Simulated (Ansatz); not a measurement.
# Nudged elastic band run: CH$_{5}$BS$_{2}$

The input (input.yaml):

```yaml
crystal:
  periodic: [false, false, false]
  atoms:
    - { symbol: B, position_ang: [-0.045902, 0.056049, -0.161112] }
    - { symbol: S, position_ang: [1.110718, 1.22425, -0.923091] }
    - { symbol: S, position_ang: [-1.61149, -0.483135, -0.88672] }
    - { symbol: H, position_ang: [-1.587367, 0.226594, -2.041244] }
    - { symbol: C, position_ang: [0.341255, -0.5301, 1.245833] }
    - { symbol: H, position_ang: [0.431911, 1.498809, -2.062498] }
    - { symbol: H, position_ang: [1.351499, -0.971668, 1.226638] }
    - { symbol: H, position_ang: [-0.360229, -1.297688, 1.604085] }
    - { symbol: H, position_ang: [0.369708, 0.276786, 1.998208] }
magnetization:
  spin_polarized: true
basis:
  gaussian: { orbitals: cc-pVDZ }
hamiltonian:
  xc: pbe0
neb:
  order_check: false
  images: 7
  f_tol: 0.05
  max_iterations: 60
  final_atoms:
    - { symbol: B, position_ang: [-0.97278573, -0.75181071, 0.39126719] }
    - { symbol: S, position_ang: [1.10431755, 1.28470576, -1.99858844] }
    - { symbol: S, position_ang: [-2.24184344, -0.87280716, -0.6174834] }
    - { symbol: H, position_ang: [0.01631376, 0.49546913, -2.18407577] }
    - { symbol: C, position_ang: [0.2125924, -0.64951439, 1.34910525] }
    - { symbol: H, position_ang: [0.33412977, 2.35798756, -1.70116549] }
    - { symbol: H, position_ang: [1.09510911, -1.15245155, 0.92316687] }
    - { symbol: H, position_ang: [-0.02521867, -1.11726141, 2.31766063] }
    - { symbol: H, position_ang: [0.47748826, 0.40557978, 1.52021215] }
  initial_path:
    images:
      - { positions_ang: [[-0.045902, 0.056049, -0.161112], [1.110718, 1.22425, -0.923091], [-1.61149, -0.483135, -0.88672], [-1.587367, 0.226594, -2.041244], [0.341255, -0.5301, 1.245833], [0.431911, 1.498809, -2.062498], [1.351499, -0.971668, 1.226638], [-0.360229, -1.297688, 1.604085], [0.369708, 0.276786, 1.998208]] }
      - { positions_ang: [[-0.1196298, -0.03180538, -0.15270176], [1.03277155, 1.14003737, -1.09238073], [-1.64917948, -0.53171062, -0.9147594], [-1.38827688, 0.23872416, -2.07170808], [0.33789834, -0.52522267, 1.24874447], [0.38332902, 1.63047625, -1.84779092], [1.31403935, -1.01871755, 1.21342069], [-0.35871383, -1.2159343, 1.69586802], [0.44786473, 0.31404974, 1.92140671]] }
      - { positions_ang: [[-0.19335761, -0.11965976, -0.14429153], [0.95482511, 1.05582475, -1.26167046], [-1.68686896, -0.58028624, -0.9427988], [-1.18918676, 0.25085432, -2.10217215], [0.33454168, -0.52034534, 1.25165594], [0.33474704, 1.7621435, -1.63308385], [1.2765797, -1.06576711, 1.20020339], [-0.35719865, -1.13418061, 1.78765105], [0.52602146, 0.35131348, 1.84460541]] }
      - { positions_ang: [[-0.26708541, -0.20751415, -0.13588129], [0.87687866, 0.97161212, -1.43096019], [-1.72455844, -0.62886186, -0.9708382], [-0.99009665, 0.26298449, -2.13263623], [0.33118502, -0.515468, 1.25456741], [0.28616505, 1.89381075, -1.41837677], [1.23912005, -1.11281666, 1.18698608], [-0.35568348, -1.05242691, 1.87943407], [0.60417819, 0.38857723, 1.76780412]] }
      - { positions_ang: [[-0.34081322, -0.29536853, -0.12747106], [0.79893222, 0.88739949, -1.60024991], [-1.76224792, -0.67743748, -0.9988776], [-0.79100653, 0.27511465, -2.1631003], [0.32782837, -0.51059067, 1.25747887], [0.23758307, 2.02547799, -1.2036697], [1.2016604, -1.15986621, 1.17376877], [-0.35416831, -0.97067322, 1.97121709], [0.68233492, 0.42584097, 1.69100283]] }
      - { positions_ang: [[-0.49880635, -0.40947907, 0.0022135], [0.87527855, 0.98672606, -1.69983455], [-1.8821468, -0.7262799, -0.90352905], [-0.58917646, 0.33020327, -2.16834417], [0.29901937, -0.5453216, 1.28038547], [0.26171975, 2.10860539, -1.32804364], [1.17502258, -1.15801255, 1.1111183], [-0.2719309, -1.00732026, 2.05782798], [0.63112326, 0.42077567, 1.64830516]] }
      - { positions_ang: [[-0.65679947, -0.52358962, 0.13189807], [0.95162488, 1.08605262, -1.79941918], [-2.00204568, -0.77512232, -0.8081805], [-0.38734639, 0.38529189, -2.17358804], [0.27021038, -0.58005253, 1.30329206], [0.28585642, 2.19173278, -1.45241759], [1.14838475, -1.15615888, 1.04846782], [-0.18969349, -1.04396731, 2.14443886], [0.57991159, 0.41571037, 1.60560749]] }
      - { positions_ang: [[-0.8147926, -0.63770017, 0.26158263], [1.02797121, 1.18537919, -1.89900381], [-2.12194456, -0.82396474, -0.71283195], [-0.18551632, 0.44038051, -2.17883191], [0.24140139, -0.61478346, 1.32619866], [0.3099931, 2.27486017, -1.57679154], [1.12174693, -1.15430522, 0.98581735], [-0.10745608, -1.08061436, 2.23104975], [0.52869992, 0.41064508, 1.56290982]] }
      - { positions_ang: [[-0.97278573, -0.75181071, 0.39126719], [1.10431755, 1.28470576, -1.99858844], [-2.24184344, -0.87280716, -0.6174834], [0.01631376, 0.49546913, -2.18407577], [0.2125924, -0.64951439, 1.34910525], [0.33412977, 2.35798756, -1.70116549], [1.09510911, -1.15245155, 0.92316687], [-0.02521867, -1.11726141, 2.31766063], [0.47748826, 0.40557978, 1.52021215]] }
```

Launched with:

```bash
$ ansatz run input.yaml --threads 2 --pin off --max-ram 3072MiB --backend cpu --events-out ev --progress --plain --runs-dir out
```

Output, in part (warnings, iteration lines, the closing report on the highest movable image, with atoms numbered from 0):

```
NEB end point (image 0): max|allowed force component| = 1.891e-2 eV/Å (the criterion of neb.relax_end_points is 1.000e-2)
NEB end point (image 8): max|allowed force component| = 2.962e-2 eV/Å (the criterion of neb.relax_end_points is 1.000e-2)
NEB iter   1: max|band force component| = 1.756e1 eV/Å  barrier→ = 3.9263 eV  barrier← = 2.7815 eV  Δτ_max = 0.2000 Å  (257 SCF iters)
NEB iter   2: max|band force component| = 5.662e0 eV/Å  barrier→ = 1.7252 eV  barrier← = 0.5804 eV  Δτ_max = 0.1055 Å  (218 SCF iters)
NEB iter   3: max|band force component| = 3.060e0 eV/Å  barrier→ = 1.7435 eV  barrier← = 0.5986 eV  Δτ_max = 0.1138 Å  (215 SCF iters)
NEB iter   4: max|band force component| = 7.982e-1 eV/Å  barrier→ = 1.7209 eV  barrier← = 0.5761 eV  Δτ_max = 0.0783 Å  (216 SCF iters)
NEB iter   5: max|band force component| = 3.717e-1 eV/Å  barrier→ = 1.6733 eV  barrier← = 0.5285 eV  CI = image 5  Δτ_max = 0.2000 Å  (218 SCF iters)
NEB iter   6: max|band force component| = 7.285e-1 eV/Å  barrier→ = 1.8669 eV  barrier← = 0.7221 eV  CI = image 5  Δτ_max = 0.1009 Å  (212 SCF iters)
NEB iter   7: max|band force component| = 4.618e-1 eV/Å  barrier→ = 1.8093 eV  barrier← = 0.6644 eV  CI = image 5  Δτ_max = 0.0629 Å  (211 SCF iters)
NEB iter   8: max|band force component| = 1.453e-1 eV/Å  barrier→ = 1.7780 eV  barrier← = 0.6332 eV  CI = image 5  Δτ_max = 0.0376 Å  (219 SCF iters)
NEB iter   9: max|band force component| = 7.575e-2 eV/Å  barrier→ = 1.7737 eV  barrier← = 0.6289 eV  CI = image 5  Δτ_max = 0.0177 Å  (200 SCF iters)
NEB iter  10: max|band force component| = 2.608e-2 eV/Å  barrier→ = 1.7730 eV  barrier← = 0.6282 eV  CI = image 5  Δτ_max = 0.0028 Å  (349 SCF iters)
NEB iter  11: max|band force component| = 3.000e-2 eV/Å  barrier→ = 1.7730 eV  barrier← = 0.6281 eV  CI = image 5  Δτ_max = 0.0000 Å  (58 SCF iters)
Total energy: -23456.13830356 eV, -861.9971835141 hartree
Atom 0 at    -0.397357    -0.295957    -0.144471 Å, force     0.003137     0.001863    -0.009602 eV/Å
Atom 1 at     0.722130     0.753324    -1.599574 Å, force    -0.013577    -0.008468     0.008376 eV/Å
Atom 2 at    -1.869824    -0.672669    -0.946929 Å, force     0.007362     0.005618    -0.002336 eV/Å
Atom 3 at    -0.626796     0.343236    -2.037683 Å, force     0.002636     0.005938    -0.004059 eV/Å
Atom 4 at     0.323128    -0.489979     1.220889 Å, force    -0.009213    -0.010878     0.007606 eV/Å
Atom 5 at     0.319436     1.983483    -1.192253 Å, force    -0.000781    -0.003517    -0.001919 eV/Å
Atom 6 at     1.261829    -1.056095     1.097527 Å, force     0.002999     0.003115    -0.002041 eV/Å
Atom 7 at    -0.325210    -1.039862     1.919417 Å, force     0.004801     0.001206     0.003113 eV/Å
Atom 8 at     0.592767     0.474416     1.683177 Å, force     0.002635     0.005123     0.000863 eV/Å
Dipole moment:     0.559505     0.465265     0.082206 e Å
```

It converged. The band force fell under the threshold earlier too, but the program's further tests of the path sent the band on. A vibrational analysis at the climbing image gives one clearly imaginary mode, 727i cm⁻¹: a first-order saddle point. The orbitals stay closed-shell, which can raise the energy where a bond breaks towards radicals; this wasn't checked here.

Final band (atoms are numbered from 1 in the order of the input):

```csv
image,path coordinate (Å),energy (kcal/mol),B1–S2 (Å),S3–H4 (Å),S2–H4 (Å)
0,0.00,0.0,1.81,1.36,3.09
1,0.49,0.8,1.82,1.36,3.06
2,0.98,4.9,1.84,1.36,2.91
3,1.47,11.1,1.88,1.36,2.57
4,1.96,24.7,1.96,1.46,1.98
5,2.45,40.9,2.11,1.94,1.48
6,3.07,32.7,2.78,2.41,1.36
7,3.70,27.1,3.41,2.77,1.36
8,4.33,26.4,3.76,3.07,1.36
```

The run took 4.2 min on 2 threads of Arm Neoverse V1 (shared host), peak memory 0.26 GiB.
